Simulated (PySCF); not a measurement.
Simulation results for CH2BClO, CH4OSi, CH4BFO, BFHO

Calculation on a computer-drawn molecule: optimised geometry and harmonic frequencies of an isolated molecule of the commonest isotopes, restricted reference for singlets and unrestricted otherwise, frozen core in MP2. Program: PySCF 2.14.0.

Common to all runs: multiplicity 1.

(1) CH2BClO

Start structure:
```xyz
6
CH2BClO
O     -1.1228     1.5171    -0.5786
C     -1.2422     1.4093    -1.9373
B     -0.9947     2.2903    -2.9837
Cl    -0.7224     3.2929    -4.3328
H     -0.8064     2.3754    -0.3437
H     -1.6050     0.4286    -2.2303
```

| Quantity | Value |
| --- | --- |
| charge | 0 |
| method | MP2 |
| basis | cc-pV(D+d)Z |
| rotational constants | 59.76, 2.172, 2.096 GHz |
| total energy | -598.5693 hartree |
| convergence status largest gradient component | 2.712e-05 hartree/bohr |

Drawn bonds:
```tsv
atom	other atom	order
1	2	1
2	3	2
3	4	1
1	5	1
2	6	1
```

Optimised structure:
```xyz
6
CH2BClO
O     -1.1281     1.4966    -0.5465
C     -1.2410     1.4110    -1.9280
B     -0.9889     2.3080    -2.9917
Cl    -0.7245     3.2902    -4.3529
H     -0.8034     2.3838    -0.3421
H     -1.6076     0.4239    -2.2452
```

Modes:
```tsv
frequency (cm⁻¹)	reduced mass (dalton)
145.6	5.789
176.7	6.149
259.5	1.311
492.8	8.934
634.2	1.501
669.5	6.39
1113	4.171
1171	1.341
1377	1.202
1689	7.825
3189	1.083
3855	1.067
```

(2) CH4OSi

Start structure:
```xyz
7
CH4OSi
O      0.8821    -0.0790    -1.2504
C      0.0438     0.7841    -1.9608
Si    -1.4618     1.4513    -1.3129
H      1.6688    -0.2770    -1.7373
H      0.3931     0.9238    -2.9883
H     -1.9572     1.2038     0.0361
H     -2.3168     2.2456    -2.2062
```

| Quantity | Value |
| --- | --- |
| charge | 0 |
| method | HF |
| basis | cc-pV(D+d)Z |
| rotational constants | 50.46, 5.433, 4.912 GHz |
| total energy | -403.9125 hartree |
| convergence status largest gradient component | 1.489e-05 hartree/bohr |

Drawn bonds:
```tsv
atom	other atom	order
1	2	1
2	3	2
1	4	1
2	5	1
3	6	1
3	7	1
```

Optimised structure:
```xyz
7
CH4OSi
O      0.8425    -0.1219    -1.2720
C      0.0104     0.7174    -1.9432
Si    -1.4125     1.4388    -1.3197
H      1.6781    -0.1668    -1.7103
H      0.2954     0.9441    -2.9686
H     -1.9366     1.1931     0.0290
H     -2.2253     2.2478    -2.2349
```

Modes:
```tsv
frequency (cm⁻¹)	reduced mass (dalton)
131.2	1.123
306.6	2.516
380.2	1.285
527.4	1.342
672.4	1.587
881.2	1.228
906.6	2.371
994.2	1.2
1262	2.223
1330	1.297
1584	1.701
2383	1.027
2398	1.058
3286	1.087
4160	1.067
```

(3) CH4OSi

Start structure:
```xyz
7
CH4OSi
O      0.8425    -0.1219    -1.2720
C      0.0104     0.7174    -1.9432
Si    -1.4125     1.4388    -1.3197
H      1.6781    -0.1668    -1.7103
H      0.2954     0.9441    -2.9686
H     -1.9366     1.1931     0.0290
H     -2.2253     2.2478    -2.2349
```

| Property | Result |
| --- | --- |
| charge | 0 |
| method | MP2 |
| basis | cc-pV(D+d)Z |
| rotational constants | 48.43, 5.298, 4.79 GHz |
| total energy | -404.3389 hartree |
| convergence status largest gradient component | 2.242e-05 hartree/bohr |

Drawn bonds:
```tsv
atom	other atom	order
1	2	1
2	3	2
1	4	1
2	5	1
3	6	1
3	7	1
```

Optimised structure:
```xyz
7
CH4OSi
O      0.8461    -0.1334    -1.2501
C      0.0143     0.7121    -1.9421
Si    -1.3894     1.5191    -1.2837
H      1.6771    -0.1900    -1.7411
H      0.3120     0.9628    -2.9741
H     -1.9575     1.1760     0.0315
H     -2.2506     2.2060    -2.2601
```

Modes:
```tsv
frequency (cm⁻¹)	reduced mass (dalton)
212.8	1.233
262.9	1.748
308.8	1.409
483.3	1.432
626.7	1.595
777.4	1.186
833.4	2.551
940.5	1.16
1202	1.956
1232	1.34
1478	1.796
2327	1.027
2356	1.058
3146	1.087
3848	1.067
```

(4) CH4BFO

Start structure:
```xyz
8
CH4BFO
O      0.5355    -0.6674    -1.0910
C      0.8882     0.4861    -0.2890
B     -0.1146     1.6533    -0.2109
F      0.2614     2.7948     0.4413
H     -0.3755    -0.8968    -0.8952
H      1.1322     0.2078     0.7222
H      1.7791     0.8108    -0.7909
H     -1.2231     1.6823    -0.6317
```

| Property | Result |
| --- | --- |
| charge | 0 |
| method | HF |
| basis | cc-pVDZ |
| rotational constants | 36.3, 3.72, 3.468 GHz |
| total energy | -239.2322 hartree |
| convergence status largest gradient component | 3.39e-05 hartree/bohr |

Drawn bonds:
```tsv
atom	other atom	order
1	2	1
2	3	1
3	4	1
1	5	1
2	6	1
2	7	1
3	8	1
```

Optimised structure:
```xyz
8
CH4BFO
O      0.4733    -0.5985    -1.1193
C      0.8905     0.4762    -0.3124
B     -0.1240     1.6756    -0.2162
F      0.2633     2.7738     0.4276
H     -0.3654    -0.9132    -0.8180
H      1.1545     0.1440     0.7036
H      1.8258     0.8495    -0.7405
H     -1.2348     1.6634    -0.6701
```

Modes:
```tsv
frequency (cm⁻¹)	reduced mass (dalton)
105.5	2.651
245.6	1.2
282.7	3.523
468.8	7.162
590.5	1.249
998.5	2.91
1062	1.753
1149	1.625
1196	3.878
1253	1.122
1326	2.018
1459	1.408
1533	1.655
1556	1.092
2732	1.095
3120	1.072
3210	1.088
4152	1.067
```

(5) BFHO

Start structure:
```xyz
4
BFHO
O     -2.7098     0.9481    -0.5527
B     -2.6655     0.5274     0.5847
F     -2.7043     0.1625     1.7735
H     -2.7367     1.3084    -1.4912
```

| Item | Value |
| --- | --- |
| charge | 1 |
| method | HF |
| basis | cc-pVDZ |
| rotational constants | 1396, 8.861, 8.805 GHz |
| total energy | -199.3569 hartree |
| convergence status largest gradient component | 6.968e-06 hartree/bohr |

Drawn bonds:
```tsv
atom	other atom	order
1	2	1
2	3	1
1	4	1
```

Optimised structure:
```xyz
4
BFHO
O     -2.9963     0.9619    -0.5881
B     -2.7413     0.5668     0.5527
F     -2.5755     0.1635     1.7067
H     -2.5032     1.2542    -1.3570
```

Modes:
```tsv
frequency (cm⁻¹)	reduced mass (dalton)
425.8	2.185
483.6	8.161
604.4	1.927
1082	11.08
2158	10.01
3973	1.074
```

(6) BFHO

Start structure:
```xyz
4
BFHO
O     -2.9963     0.9619    -0.5881
B     -2.7413     0.5668     0.5527
F     -2.5755     0.1635     1.7067
H     -2.5032     1.2542    -1.3570
```

| Quantity | Value |
| --- | --- |
| charge | 1 |
| method | MP2 |
| basis | cc-pVDZ |
| rotational constants | 1171, 8.581, 8.519 GHz |
| total energy | -199.7937 hartree |
| convergence status largest gradient component | 1.484e-05 hartree/bohr |

Drawn bonds:
```tsv
atom	other atom	order
1	2	1
2	3	1
1	4	1
```

Optimised structure:
```xyz
4
BFHO
O     -3.0234     0.9658    -0.6021
B     -2.7321     0.5669     0.5533
F     -2.5727     0.1558     1.7288
H     -2.4880     1.2579    -1.3658
```

Modes:
```tsv
frequency (cm⁻¹)	reduced mass (dalton)
414	2.468
458.5	6.43
587.2	1.752
1023	11
2055	9.925
3749	1.074
```
